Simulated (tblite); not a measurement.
Cl3Si (SMILES Cl[Si](Cl)Cl), doublet, geometry from GFN2-xTB; GFN1-xTB run with tblite.

Input for tblite:
```
$ tblite run mol.xyz --method gfn1 --charge 0 --spin 1 --spin-polarized --json tblite.json --no-restart

# file mol.xyz
4

Si     0.30534902     0.30108305     0.30322167
Cl    -0.85134863    -0.87589088     1.47732074
Cl     1.47133362    -0.85554212    -0.88186222
Cl    -0.87144888     1.48348225    -0.84517049
```

It wrote (shortened):

```
xTB calculator
 | screened Coulomb repulsion
 | Coulomb electrostatics
 |  * isotropic Klopman-Ohno-Mataga-Nishimoto electrostatics
 |  * onsite third-order electrostatics
 | DFT-D3(BJ) dispersion correction
 | Interactions (1)
 | [1] spin polarization

halogen bonding energy    0.0000000000000E+00 Eh
repulsion energy          3.9864179183909E-02 Eh
dispersion energy        -2.2002328473064E-03 Eh
interaction energy        0.0000000000000E+00 Eh
number of electrons       2.5000000000000E+01 e
integral cutoff           2.8146159136829E+01 bohr

------------------------------------------------------------
  cycle        total energy    energy error   density error
------------------------------------------------------------
      1     -14.74501284365  -1.4782677E+01   3.1623769E-01
      2     -14.74532021058  -3.0736693E-04   1.8918419E-01
      3     -14.74412407920   1.1961314E-03   3.3091027E-02
      4     -14.74579665008  -1.6725709E-03   1.9188584E-02
      5     -14.74553982402   2.5682605E-04   1.5377764E-02
      6     -14.74607307268  -5.3324865E-04   5.6346096E-03
      7     -14.74613555753  -6.2484855E-05   2.0566679E-03
      8     -14.74614680439  -1.1246862E-05   1.8860440E-05
      9     -14.74614680428   1.1632473E-10   1.7997115E-05
------------------------------------------------------------

electronic energy        -1.4783810750614E+01 Eh
total energy             -1.4746146804278E+01 Eh

Post processing:
 | Mayer-Wiberg bond orders

[Info] JSON dump of results written to 'tblite.json'
```
